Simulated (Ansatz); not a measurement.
Worked example: CH2Br2 + C3H7 → CH2Br + C3H7Br

Species: CH2Br2 (dibromomethane) `BrCBr`, singlet; C3H7 (methylethyl) `C[CH]C`, doublet; CH2Br `[CH2]Br`, doublet; C3H7Br (2-bromopropane) `CC(C)Br`, singlet. A radical takes Br: the energy is the difference in strength between two C–Br bonds in different surroundings.

Shapes, held fixed at every level: PBE0-D4/def2-TZVP. Programs: Ansatz 0.2.0. The zero-point and thermal change to 298 K, harmonic and unscaled (PBE0-D4/def2-TZVP), is +0.2 kJ/mol.

At CCSD(T)/def2-TZVPP; 1 Eh = 2625.50 kJ/mol:

```
species   energy (Eh)
 CH2Br2  -5184.644088
   C3H7   -118.247806
  CH2Br  -2611.872211
 C3H7Br  -2691.029986
```

Question: Work out ΔH(298 K) of the reaction at this level.

Answer: 
1. Products less reactants: (-2611.872211) + (-2691.029986) − [(-5184.644088) + (-118.247806)] = -0.010303 Eh = -27.1 kJ/mol.
2. With the thermal change: -27.1 + (+0.2) = -26.9 kJ/mol.

Other levels give -27.6 (MP2/def2-SVP) to -17.7 kJ/mol (B3LYP-D4/def2-TZVPP). No measured value is set beside it here. Open shells run unrestricted unless RO is named. Relativity is left out for Br unless named. Correlated rows may include outer-core shells of Br, which these sets cover unevenly.
